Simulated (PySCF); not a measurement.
CH3ClFNSi2, SMILES [SiH2]1C=N[Si@@]1(Cl)F.

Coordinates come from a PBE-D3(BJ)/def2-SVP optimisation. The structure was generated by enumeration; whether it is a known compound was not checked.

Method: SMD-PBE0/6-31G* in PySCF.

Solvation free energies are E(SMD) − E(gas) at the gas-phase geometry, for 1 M in both phases. In vacuum the dipole moment is 3.42 D.

Q: Rank water, acetone, methanol by solvation free energy, most negative first.

A: acetone (-4.7 kcal/mol), methanol (-4.4 kcal/mol), water (-1.4 kcal/mol)
